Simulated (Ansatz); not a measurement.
Geometry optimisation, RKS PBE-D4/def2-SVP (Ansatz).

The input (input.yaml):

```yaml
crystal:
  periodic: [false, false, false]
  atoms:
    - { symbol: Sn, position_ang: [0.418402, 0.417641, -0.339636] }
    - { symbol: Cl, position_ang: [-1.336525, 0.192039, 2.811463] }
    - { symbol: O, position_ang: [1.774311, 0.026153, -1.751096] }
    - { symbol: H, position_ang: [1.959595, -0.934089, -1.700522] }
    - { symbol: H, position_ang: [-1.009151, 1.145334, -0.979657] }
    - { symbol: O, position_ang: [0.184622, -1.412535, 0.429225] }
    - { symbol: H, position_ang: [-0.392482, -1.325022, 1.218685] }
    - { symbol: S, position_ang: [1.523261, 1.934617, 1.232031] }
    - { symbol: H, position_ang: [2.683265, 1.212211, 1.153996] }
    - { symbol: H, position_ang: [-0.107898, 0.734251, 2.850711] }
basis:
  gaussian: { orbitals: def2-SVP }
hamiltonian:
  xc: pbe
  dispersion: d4
relax:
  f_tol: 0.03
  max_steps: 50
output:
  orbitals: {}
```

Run as:

```bash
$ ansatz run input.yaml --threads 4 --pin off --max-ram 5120MiB --backend cpu --events-out ev --progress --plain --runs-dir out
```

Question: Where does it end, and by what steps?

Answer: The forces met the threshold. After 16 steps the energy has fallen by 0.097 eV; H9 moved furthest, 0.64 Å.

```
step  energy less start (eV)  largest force component (eV/Å)  accepted
   0                  0.0000                           0.618       yes
   1                 -0.0430                           0.630       yes
   2                 -0.0428                           0.322        no
   3                 -0.0670                           0.270       yes
   4                 -0.0745                           0.149       yes
   5                 -0.0384                           0.959        no
   6                 -0.0841                           0.079       yes
   7                 -0.0896                           0.043       yes
   8                 -0.0940                           0.036       yes
   9                 -0.0870                           0.546        no
  10                 -0.0955                           0.034       yes
  11                 -0.0954                           0.180        no
  12                 -0.0964                           0.040       yes
  13                 -0.0966                           0.064       yes
  14                 -0.0968                           0.100       yes
  15                 -0.0970                           0.070       yes
  16                 -0.0974                           0.026       yes
```

```xyz
10
Properties=species:S:1:pos:R:3
Sn 0.373 0.350 -0.418
Cl -1.102 0.249 2.956
O 1.571 -0.010 -1.971
H 2.174 -0.748 -1.750
H -1.015 1.161 -1.028
O 0.192 -1.437 0.452
H -0.266 -1.297 1.313
S 1.470 1.848 1.245
H 2.365 0.880 1.594
H -0.065 0.994 2.533
```

Time of the run: 75 s on 4 threads of AMD EPYC 7571, on a shared host, peak memory 0.2 GiB.
